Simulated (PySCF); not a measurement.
## Electron correlation in S³⁺ (sulfur, charge +3)

[Ne] 3s2 3p1, 2P determinant. Calculation: PySCF 2.14, in def2-TZVPPD; no relativity, point nucleus. Frozen: 1s2; 11 electrons correlated.

```
  level  correlation energy (mhartree)
   CCSD                        -223.71
    (T)                          -2.57
CCSD(T)                        -226.28
```

Diagnostics: T1 = 0.0062, D1 = 0.0261, largest double amplitude 0.102.

Is a single reference adequate?

Mostly. T1 lies below 0.03, but a double amplitude of this size points to a near-degeneracy that CCSD handles and MP2 describes poorly.

This basis was not built for core-valence correlation, so the inner-shell part is incomplete.
